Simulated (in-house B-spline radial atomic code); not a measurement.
Response and correlation of Eu LII (Eu51+)

Closed shell [Ne] 3s2. Computed with an all-electron radial atomic-structure program (B-spline basis): Dirac-Hartree-Fock, relativistic RPA (time-dependent Dirac-Hartree-Fock) for the response and second-order many-body perturbation theory for correlation, no-pair Dirac-Coulomb Hamiltonian, finite nucleus.

```csv
"multipole (bohr³, bohr⁵, bohr⁷)",uncoupled,coupled RPA
dipole,0.0058469,0.0068677
quadrupole,0.00010302,0.0001159
octupole,3.2357e-06,?
```

Task: What is the coupled octupole polarisability?

Result: 3.3253e-06 atomic units, +3 % against the uncoupled value.

Task: Which subshells carry the dipole polarisability?

Result: 3s1/2 99.5 %, 2p3/2 0.3 %, 2p1/2 0.1 %.

Task: What does the dipole shielding factor come to?

Result: The dipole shielding factor is 0.190, against the exact N/Z = 12/63 = 0.190 of the non-relativistic theorem.

Dipole polarisability at imaginary frequency:

| u (Eh) | α(iu) (bohr³) |
| --- | --- |
| 0 | 0.006868 |
| 18.7 | 0.001423 |
| 56.2 | 0.0003459 |
| 112 | 0.0001713 |
| 187 | 0.0001032 |
| 375 | 4.458e-05 |
| 750 | 1.514e-05 |
| 1870 | 2.909e-06 |

Task: What dispersion coefficients follow for two such ions (the dispersion part alone)?

Result: C6 = (3/π)∫α(iu)²du = 0.0002964 hartree·bohr⁶ and C8 = 3.954e-05 hartree·bohr⁸.

Lowest J = 1 odd-parity excitations:

```json
{"energy (eV)": "115.74", "oscillator strength": "0.0487", "leading channel": "3s1/2 → p1/2", "weight": "0.988"}
{"energy (eV)": "313.06", "oscillator strength": "0.526", "leading channel": "3s1/2 → p3/2", "weight": "0.987"}
{"energy (eV)": "2222.8", "oscillator strength": "0.232", "leading channel": "3s1/2 → p1/2", "weight": "0.999"}
{"energy (eV)": "2295.2", "oscillator strength": "0.355", "leading channel": "3s1/2 → p3/2", "weight": "0.999"}
{"energy (eV)": "3155.7", "oscillator strength": "0.0637", "leading channel": "3s1/2 → p1/2", "weight": "1.0"}
{"energy (eV)": "3191.8", "oscillator strength": "0.107", "leading channel": "3s1/2 → p3/2", "weight": "1.0"}
{"energy (eV)": "3651.8", "oscillator strength": "0.0282", "leading channel": "3s1/2 → p1/2", "weight": "1.0"}
{"energy (eV)": "3672.6", "oscillator strength": "0.0491", "leading channel": "3s1/2 → p3/2", "weight": "1.0"}
```

Second-order correlation energy by the highest angular momentum of the excited pair (hartree): s -0.02243, p -0.2502, d -0.2448, f -0.05919, g -0.02169, h -0.008141, i -0.003713, k -0.001922.

Task: What is the second-order correlation energy at the partial-wave limit?

Result: The listed waves sum to -0.6121 hartree; extrapolating the increments as (l + 1/2)⁻⁴ gives -0.61603 hartree, -1.4 eV per electron.
